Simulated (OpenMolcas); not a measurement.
# A ladder of methods for GeSiH5Cl (SMILES [SiH3][GeH2][Cl])

GeSiH5Cl: 8 atoms, total charge 0, spin state singlet. SMILES: `[SiH3][GeH2][Cl]`. The coordinates come from a PBE0-D4/def2-TZVP relaxation.

```xyz
8

Si   -0.8636    0.8273   -0.3025
Ge    0.7383   -0.8820    0.1184
Cl    1.9631   -0.1837    1.7662
H    -1.7449    0.4162   -1.4273
H    -0.1498    2.0787   -0.6589
H    -1.6785    1.0356    0.9202
H     1.7031   -1.1352   -1.0512
H     0.1246   -2.2139    0.5792
```

Quantity: the energy change with the Ge2–H7 bond stretched from 1.537 to 2.306 Å, in eV. The values are calculated.

| level | kind | program | value (eV) | CPU time (all runs) |
| --- | --- | --- | --- | --- |
| HF/def2-SVP (unrestricted) | Hartree–Fock | OpenMolcas | 2.22 | 26 s |
| SVWN5/def2-SVP (restricted) | LDA | OpenMolcas | 1.76 | 49 s |
| BLYP/def2-SVP (restricted) | GGA | OpenMolcas | 1.63 | 76 s |
| M06-L/def2-SVP (restricted) | meta-GGA | OpenMolcas | 1.89 | 1.8 min |
| TPSS/def2-SVP (restricted) | meta-GGA | OpenMolcas | 1.83 | 1.8 min |
| B3LYP/def2-SVP (restricted) | global hybrid | OpenMolcas | 1.84 | 93 s |
| BHLYP/def2-SVP (restricted) | global hybrid | OpenMolcas | 2.08 | 92 s |
| PBE0/def2-SVP (restricted) | global hybrid | OpenMolcas | 1.94 | 82 s |

All-electron rows without a relativistic Hamiltonian named are non-relativistic. The first shape isn't each level's own minimum. The values span 1.63 to 2.22 eV. Times are those of the runs behind each value, whatever else they computed, on shared processors of several kinds: orders of magnitude only.
